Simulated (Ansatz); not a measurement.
Reaction (hydrogenolysis of the Si–Si bond): `O[SiH2][SiH2][SiH2]Cl` + H₂ → `O[SiH2][SiH3]` + `[SiH3]Cl`

Isolated molecules relaxed with PBE0-D4/def2-TZVP in Ansatz; ΔE leaves out vibrations. CCSD(T)/CBS adds triple-zeta CCSD(T) − MP2 to the extrapolated MP2 energy (def2 sets, frozen cores). This one scheme is used for every species. One conformer a species, not always the lowest.

```json
{"species": "`O[SiH2][SiH2][SiH2]Cl`", "SCS-MP2/def2-QZVPP energy (Eh)": "-1406.34075"}
{"species": "H₂", "SCS-MP2/def2-QZVPP energy (Eh)": "-1.17321"}
{"species": "`O[SiH2][SiH3]`", "SCS-MP2/def2-QZVPP energy (Eh)": "-656.89072"}
{"species": "`[SiH3]Cl`", "SCS-MP2/def2-QZVPP energy (Eh)": "-750.63139"}
```

Problem. Work out ΔE.

Solution. ΔE = (-656.89072) + (-750.63139) − (-1406.34075) − (-1.17321) = -0.00815 Eh = -0.22 eV. CCSD(T)/CBS gives -0.13 eV.

Largest T1 diagnostic among the species: 0.012.

The D4 term adds +0.13 eV with B3LYP and +0.08 eV with PBE0; it sums over pairs of atoms, weighted by their polarisabilities, and B3LYP, whose exchange is more repulsive, gets the larger term. In def2-TZVPP, CCSD(T) changes the Hartree–Fock value by +0.33 eV (the triples alone add +0.06 eV) and MP2 by +0.35 eV. From PBE to PBE0 (25 % exact exchange), in def2-TZVPP and without D4, ΔE moves by −0.06 eV.

B3LYP here is the variant with VWN-RPA as its local correlation; programs differ in this.
